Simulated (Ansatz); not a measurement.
`C[S][Ge][OH]` and `C[S][Ge][F]` differ in one atom or group.

Ansatz, PBE0-D4/def2-TZVP geometries, multiplicity 1. Each molecule was computed in one conformer, which needn't be the lowest.

Scalar relativity is left out up to krypton.

```tsv
property	`C[S][Ge][OH]`
HOMO–LUMO gap (ωB97M-V/def2-TZVPP) / eV	9.23
HOMO energy (PBE/def2-TZVPP) / eV	-6.02
LUMO energy (ωB97M-V/def2-TZVPP) / eV	0.10
HOMO–LUMO gap (PBE0/def2-TZVPP) / eV	5.26
size of the dipole moment (ωB97M-V/def2-TZVPP) / D	1.75
HOMO energy (B3LYP/def2-TZVPP) / eV	-6.89
```

Give the same properties after the change, and the shifts. (An estimate is asked.)

Computed: 
| property | `C[S][Ge][F]` | shift |
| --- | --- | --- |
| HOMO–LUMO gap (ωB97M-V/def2-TZVPP) / eV | 9.16 | -0.07 |
| HOMO energy (PBE/def2-TZVPP) / eV | -6.26 | -0.24 |
| LUMO energy (ωB97M-V/def2-TZVPP) / eV | -0.28 | -0.38 |
| HOMO–LUMO gap (PBE0/def2-TZVPP) / eV | 5.17 | -0.09 |
| size of the dipole moment (ωB97M-V/def2-TZVPP) / D | 0.42 | -1.33 |
| HOMO energy (B3LYP/def2-TZVPP) / eV | -7.18 | -0.29 |

With PBE0 the HOMO falls by 0.30 eV and the LUMO falls by 0.39 eV, so the gap narrows by about 0.09 eV. PBE moves the HOMO by -0.24 eV and ωB97M-V by -0.31 eV. Dipoles are sizes alone; their direction can turn.

B3LYP here is the variant with VWN-RPA as its local correlation; programs differ in this.
